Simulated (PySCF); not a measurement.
- σ from GIAO-PBE0/pcSseg-1
- geometry: GFN2-xTB
- program: PySCF 2.14
- one conformer, fast rotation and ring inversion assumed for equivalent nuclei, no relativistic terms, in vacuum

Referencing at the same level of theory: TMS for ¹H (σ = 31.72 ppm) and ¹³C (σ = 186.93 ppm). Shifts are as computed. Against solution values, carbons near 30 ppm lie about +3 ppm off and those near 130 ppm about +5 ppm; carbons on Cl a further +6 ppm. Of 1211 compounds with measured shifts, 218 miss one by over three times the rms of a fit or turn the order of signals round; such compounds aren't used in these exercises. Carbons bonded to Cl come out too deshielded.

Task: Order these molecules by the shift of their most shielded carbon, lowest δ first.
A. CC1=C[SiH2][C@H]1/C=C\Cl
B. Cn1cnc(Cl)c1
C. CC(=O)F
D. C#CC1=CC=C[SiH2]1

Result: C (20.1 ppm, methyl carbon α to a carbonyl), A (24.6 ppm, allylic methyl carbon), B (34.0 ppm, methyl carbon bonded to N), D (88.0 ppm, alkyne carbon).

Task: How many ¹³C and ¹H signals does each give (equivalence by symmetry and fast rotation, but not about amide C–N or C=N bonds)? `Cn1cnc(Cl)c1`, `C#CC1=CC=C[SiH2]1`, `CC1=C[SiH2][C@H]1/C=C\Cl`, `CC(=O)F`

Result: Cn1cnc(Cl)c1: 4 C, 3 H; C#CC1=CC=C[SiH2]1: 6 C, 5 H; CC1=C[SiH2][C@H]1/C=C\Cl: 6 C, 7 H; CC(=O)F: 2 C, 1 H.
